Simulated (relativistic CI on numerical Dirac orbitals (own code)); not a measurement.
**Sc⁺ in a cubic cluster: 2p photoemission with charge transfer**

Computed with a charge-transfer multiplet model of a cubic metal-ligand cluster with up to one ligand hole, Slater and spin-orbit integrals from Dirac-Coulomb-Breit ions, Slater integrals scaled by 0.8. The parameters are those of a tetrahedral site (10Dq negative, t2 hopping the larger). The ground state mixes d2 with configurations of k ligand holes L, whose averages lie at kΔ + k(k − 1)U_dd/2; a core hole lowers each added d electron by U_cd. 300 K, Lorentzian 0.6 eV and Gaussian 0.8 eV FWHM.

Atomic integrals in eV (Slater integrals scaled, ζ unscaled), ground: F2dd 4.710, F4dd 2.885, zeta_d 0.005; with the core hole: F2dd 6.786, F4dd 4.228, zeta_d 0.015, zeta_core 3.008, F2cd 3.515, G1cd 2.451, G3cd 1.388.

Cluster parameters (eV): Δ = 6.9, U_dd = 4.7, U_cd = 5.9, 10Dq = -0.4, 10Dq(ligand) = 0, final-state hopping factor = 0.8.

```json
{"Case": "V(eg) = 0.58 eV, V(t2g) = -0.98 eV", "n_d": "2.10", "d2": "0.90", "d3L": "0.10", "S": "1.00"}
{"Case": "V(eg) = 0.88 eV, V(t2g) = -1.49 eV", "n_d": "2.16", "d2": "0.84", "d3L": "0.16", "S": "1.00"}
{"Case": "V(eg) = 1.18 eV, V(t2g) = -2 eV", "n_d": "2.22", "d2": "0.78", "d3L": "0.22", "S": "1.00"}
{"Case": "V(eg) = 1.78 eV, V(t2g) = -3.01 eV", "n_d": "2.30", "d2": "0.70", "d3L": "0.30", "S": "1.00"}
```

Weights, n_d and S are thermal averages at 300 K. Binding energies count from the first peak over 30 % of the highest in each spectrum, which can be another peak from case to case. The parameters are a model scan and need not match a compound or its usual spin state. Peaks in eV (height, largest 100):
- V(eg) = 0.58 eV, V(t2g) = -0.98 eV: 0.0 (100), 2.6 (24), 4.9 (58)
- V(eg) = 0.88 eV, V(t2g) = -1.49 eV: 0.0 (100), 4.8 (51)
- V(eg) = 1.18 eV, V(t2g) = -2 eV: 0.0 (100), 4.8 (51), 8.4 (6)
- V(eg) = 1.78 eV, V(t2g) = -3.01 eV: 0.0 (100), 4.8 (53)

Curve for V(eg) = 1.78 eV, V(t2g) = -3.01 eV (points under 2 left out, the grid thinned):

| E (eV) | Intensity |
| --- | --- |
| -3.1 | 2.1 |
| -2.8 | 2.5 |
| -2.5 | 3.2 |
| -2.2 | 4.2 |
| -1.9 | 5.7 |
| -1.6 | 8.4 |
| -1.3 | 14.0 |
| -1.0 | 26.3 |
| -0.7 | 49.6 |
| -0.4 | 79.3 |
| -0.1 | 98.4 |
| 0.1 | 99.2 |
| 0.4 | 84.7 |
| 0.7 | 60.4 |
| 1.0 | 38.1 |
| 1.3 | 24.2 |
| 1.6 | 17.4 |
| 1.9 | 14.4 |
| 2.2 | 13.1 |
| 2.5 | 12.5 |
| 2.8 | 12.1 |
| 3.1 | 11.4 |
| 3.4 | 11.1 |
| 3.7 | 13.1 |
| 4.0 | 20.5 |
| 4.3 | 34.6 |
| 4.6 | 49.0 |
| 4.9 | 51.6 |
| 5.2 | 40.0 |
| 5.5 | 25.4 |
| 5.8 | 16.1 |
| 6.1 | 11.8 |
| 6.4 | 10.0 |
| 6.7 | 9.0 |
| 6.9 | 8.4 |
| 7.2 | 7.3 |
| 7.5 | 5.7 |
| 7.8 | 4.3 |
| 8.1 | 3.2 |
| 8.4 | 2.5 |
| 12.1 | 2.1 |
| 12.4 | 2.5 |
| 12.7 | 2.7 |
| 13.0 | 2.5 |
| 13.3 | 2.0 |

For the case V(eg) = 0.88 eV, V(t2g) = -1.49 eV, Δ = 6.9 eV is larger than U_dd = 4.7 eV, the Mott-Hubbard side of the Zaanen-Sawatzky-Allen scheme. With the core hole the average of the configuration with one ligand hole lies at Δ − U_cd = 1.0 eV before mixing: the effective hopping of about 3.0 eV (from the holes of the mixed ground state) is comparable with this gap or larger, so the configurations mix strongly.

With at most 1 ligand hole the space is cut while the next configuration still counts, so covalency is underestimated, and a final configuration with one more ligand hole, which can lie low, is missing from the spectra.
